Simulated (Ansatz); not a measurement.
`CN(C)c1cc2cc3sc(-c4cc5cc6sc(-c7cc8cc9sc(C#N)cc9cc8s7)cc6cc5s4)cc3cc2s1` with charge +1. Charge 1, multiplicity 2. Geometry PBE-D4/def2-SVP, that of the neutral singlet.

```xyz
59

C     9.721    2.955   -7.382
N     8.838    3.865   -6.680
C     8.742    5.236   -7.142
C     7.809    3.378   -5.914
C     6.720    4.066   -5.394
C     5.864    3.244   -4.592
C     4.682    3.599   -3.905
C     4.002    2.606   -3.195
S     2.520    2.812   -2.280
C     2.505    1.102   -1.823
C     1.437    0.590   -1.001
C     0.370    1.277   -0.445
C    -0.515    0.452    0.318
C    -1.688    0.817    1.014
C    -2.390   -0.182    1.690
S    -3.864    0.029    2.617
C    -3.914   -1.693    3.017
C    -4.985   -2.208    3.833
C    -6.050   -1.520    4.392
C    -6.936   -2.347    5.152
C    -8.106   -1.981    5.850
C    -8.809   -2.982    6.526
S   -10.279   -2.765    7.455
C   -10.321   -4.488    7.844
C   -11.368   -5.004    8.646
N   -12.240   -5.427    9.313
C    -9.263   -5.188    7.289
C    -8.380   -4.356    6.530
C    -7.208   -4.723    5.830
C    -6.508   -3.724    5.157
S    -5.036   -3.932    4.227
C    -2.847   -2.381    2.462
C    -1.960   -1.555    1.702
C    -0.785   -1.921    1.007
C    -0.084   -0.923    0.331
S     1.389   -1.133   -0.598
C     3.590    0.422   -2.354
C     4.460    1.244   -3.136
C     5.646    0.888   -3.820
C     6.319    1.880   -4.527
S     7.798    1.662   -5.457
H    10.024    2.124   -6.711
H     9.259    2.509   -8.296
H    10.642    3.492   -7.682
H     7.911    5.387   -7.873
H     9.693    5.526   -7.627
H     8.570    5.921   -6.286
H     6.528    5.130   -5.580
H     4.313    4.635   -3.935
H     0.225    2.358   -0.582
H    -2.031    1.862    1.014
H    -6.193   -0.438    4.261
H    -8.446   -0.935    5.856
H    -9.130   -6.269    7.428
H    -6.869   -5.769    5.825
H    -2.701   -3.463    2.597
H    -0.443   -2.966    1.006
H     3.759   -0.650   -2.184
H     6.015   -0.148   -3.788
```

Single mean-field runs in def2-SVP are fitted with def2-universal-jkfit.

Q: Estimate the α-spin orbital energies around the gap (eV) in Ansatz with PBE-D4/def2-SVP, revPBE-D4/def2-SVP, PBE0-D4/def2-SVP.

A: 
```csv
orbital,PBE-D4/def2-SVP,revPBE-D4/def2-SVP,PBE0-D4/def2-SVP
HOMO−5,-8.35,-8.29,-9.38
HOMO−4,-7.99,-7.95,-9.17
HOMO−3,-7.90,-7.85,-8.82
HOMO−2,-7.58,-7.54,-8.62
HOMO−1,-7.42,-7.37,-8.31
HOMO,-7.23,-7.18,-8.00
LUMO,-5.44,-5.38,-5.01
LUMO+1,-4.87,-4.81,-4.27
LUMO+2,-4.19,-4.13,-3.46
LUMO+3,-3.89,-3.82,-3.22
LUMO+4,-3.73,-3.66,-2.96
LUMO+5,-3.63,-3.57,-2.94
β HOMO,-7.32,-7.27,-7.92
β LUMO,-7.08,-7.02,-7.10
```
